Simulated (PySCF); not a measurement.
C3H4F2O. Atoms are numbered in the order given.

```xyz
10

C     -2.1740     0.5524    -0.0715
O     -0.9127     0.8179     0.5211
C      0.0712    -0.0033     0.1739
F     -0.1537    -1.2895     0.4262
C      1.2220     0.4196    -0.3508
F      2.2320    -0.4126    -0.5866
H     -2.8673     1.3109     0.3107
H     -2.1117     0.6308    -1.1701
H     -2.5402    -0.4484     0.2033
H      1.4011     1.4704    -0.5787
```
Charge 0, spin multiplicity 1.

The structure is a stationary point at PBE0-D3(BJ)/def2-SVP. Other conformers were not sampled.

Method: PBE/def2-TZVP run with PySCF.

Gas-phase values at a fixed geometry.

```json
{
 "total_energy": "-391.33012 hartree",
 "highest_occupied_level": "-5.57 eV",
 "lowest_empty_level": "-0.24 eV",
 "orbital_gap": "5.32 eV",
 "dipole_moment": "2.43 D",
 "quadrupole, principal values (traceless, Buckingham form, about the centre of nuclear charge)": "-3.94, -0.01, 3.95 D·Å",
 "mean_static_polarisability": "44.4 bohr³ (6.58 Å³)",
 "polarisability_principal_values": "33.1, 40.1, 60.0 bohr³"
}
```
